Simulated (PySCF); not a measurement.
# Calcium: a sound run and one with changed settings

Sound run: Ca⁺ [Ar] 4s1, Ca²⁺ [Ar]. Computed with PySCF 2.14 in 6-31G*, with no relativity, point nucleus. The sound run starts from symmetry-adapted Hartree-Fock orbitals and uses a fine grid where one is needed.

Changed run: initial guess atom, at most 50 SCF cycles.

```csv
species,method,sound run (hartree),changed run (hartree),converged
Ca⁺,UHF,-676.51948,-676.51948,yes
Ca⁺,TPSS,-677.30810,-677.30810,yes
Ca⁺,MN15,-677.22072,-677.22072,yes
Ca²⁺,UHF,-676.10389,-676.10389,yes
Ca²⁺,TPSS,-676.87878,-676.87878,yes
Ca²⁺,MN15,-676.79692,-676.79692,yes
```

Here the plain start reaches the same solutions.
